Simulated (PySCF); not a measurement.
BHF₂, SMILES FBF.

The structure is a stationary point at B3LYP-D3(BJ)/def2-TZVP.

Computed with B3LYP-D3(BJ)/def2-TZVP in PySCF.

No scaling factor is applied to the harmonic values.

Computed vibrational spectrum:
```csv
mode,ν (cm⁻¹),IR (km/mol),moving atoms (share of kinetic energy)
1,536,21.0,"F 79 %, B 20 %"
2,928,70.3,"H 56 %, B 39 %"
3,1093,0.3,"H 88 %, F 11 %"
4,1172,118.3,"B 49 %, F 45 %"
5,1420,398.6,"B 73 %, F 22 %"
6,2698,98.0,"H 91 %, B 9 %"
```
